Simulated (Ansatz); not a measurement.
`N[Si](O)(Cl)Br` + ethane → `CC[Si](N)(O)Cl` + HBr  (formal exchange of groups at the Si–Br bond)

Calculated with Ansatz (gas phase, PBE0-D4/def2-TZVP geometries, no zero-point term in ΔE). CBS: MP2 limit from def2 TZ/QZ plus the TZ coupled-cluster correction, frozen cores. This one scheme is used for every species. Functionals use def2-TZVPP. For Br outer-core shells are correlated without core-valence functions, which leaves a few kJ/mol of doubt a bond. Scalar relativity is left out up to krypton. Each species was taken in one conformer, which may not be the lowest.

| level | ΔE (eV) |
| --- | --- |
| PBE-D4 | 0.93 |
| B2PLYP | 0.98 |
| CCSD/def2-TZVPP | 0.92 |
| HF/CBS(def2) | 1.06 |

(1) What does CCSD(T)/CBS give? (Estimate.)

(2) What do rigid-rotor, harmonic-oscillator terms from PBE0-D4/def2-TZVP frequencies (298.15 K, 1 bar) make of the CCSD(T)/CBS value? (Best estimate.)

Largest T1 diagnostic among the species: 0.010.

Results:

(1) The calculation gave: +0.96 eV. The listed levels differ from it by -0.03, 0.02, -0.04, 0.10 eV.

(2) Computed: ΔZPE = -0.12 eV, ΔH = +0.87 eV, ΔS = -1 J/(mol·K), ΔG = +0.87 eV.

Leaving LDA and LC-ωPBE aside and taking each functional with its dispersion term where it has one, the values, not all of them listed here, spread over 0.07 eV, from BLYP-D4 to BHLYP-D4. LDA lies −0.09 eV from PBE without D4. In def2-TZVPP, CCSD(T) changes the Hartree–Fock value by −0.16 eV (the triples alone add −0.01 eV) and MP2 by −0.09 eV.
